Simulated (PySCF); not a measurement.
# Correlation energy of V (vanadium, neutral)

[Ar] 3d2 4s2 5s1, high-spin 4F determinant (an excited configuration). Computed with PySCF 2.14 in aug-cc-pwCVTZ (10s9p7d4f3g, 127 functions), with the non-relativistic Hamiltonian (point nucleus). Frozen: [Ar]; 5 electrons correlated.

MP2 pair energies summed by pair of shells (mhartree):

```
 pair  energy  share (%)
4s-4s  -25.52       49.6
3d-4s  -14.85       28.8
4s-5s   -5.50       10.7
3d-3d   -5.09        9.9
3d-5s   -0.53        1.0
```

Total MP2 correlation energy: -51.50 mhartree.

Same-spin part -13.66 and opposite-spin part -37.84 mhartree; SCS-MP2 scales them by 1/3 and 6/5 to -49.96 mhartree.
